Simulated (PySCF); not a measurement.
B₃Cl₃H₃N₃, SMILES N1B(NB(Cl)NB1Cl)Cl. Heavy atoms are numbered as in [Cl:1][B:2]1[NH:3][B:4]([Cl:5])[NH:6][B:7]([Cl:8])[NH:9]1. Hydrogens are named by the atom that carries them.

Geometry: B3LYP-D3(BJ)/def2-SVP.

These are PBE/pcSseg-1 in PySCF values and carry that method's errors.

GIAO shieldings, no solvent; atoms alike by connectivity are averaged. δ = σ(ref) − σ: ³⁵Cl against HCl (σ = 936.5 ppm); ¹¹B against BF3 (σ = 83.9 ppm); ¹⁵N against NH3 (σ = 267.0 ppm); ¹H against TMS (σ = 31.49 ppm), references at their B3LYP-D3(BJ)/def2-TZVP geometries, non-relativistic (without spin–orbit terms, shifts of atoms bonded to Cl or Br come out too high).

| atoms | nucleus | count | δ (ppm) |
|---|---|---|---|
| Cl1 | ³⁵Cl | 3 | 95.3 |
| B2 | ¹¹B | 3 | [?] |
| N3 (NH) | ¹⁵N | 3 | [?] |
| H on N3 | ¹H | 3 | 5.41 |

Complete the blanks. (An estimate is asked for; the answer gives what the named calculation found.)


- N3 (NH), δ (ppm): 145.9
- B2, δ (ppm): 16.1
